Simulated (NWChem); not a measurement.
Species: AuH3O; SMILES [OH2]->[AuH]

All runs: NWChem. def2 effective core potentials on Au; no spin-orbit coupling. The level has its own optimisation; frequencies are unscaled.

### Question
Predict the results for PBE-D3(BJ)/def2-SVP. Quantities: r Au–H (Å); r Au–O (Å); r H–O (Å); highest harmonic frequency (cm⁻¹); lowest (cm⁻¹); zero-point energy (kcal/mol).

### Answer
```yaml
r Au–H (Å): 1.553
r Au–O (Å): 2.273
r H–O (Å): 0.978
highest harmonic frequency (cm⁻¹): 3758
lowest (cm⁻¹): 298
zero-point energy (kcal/mol): 19.6
```
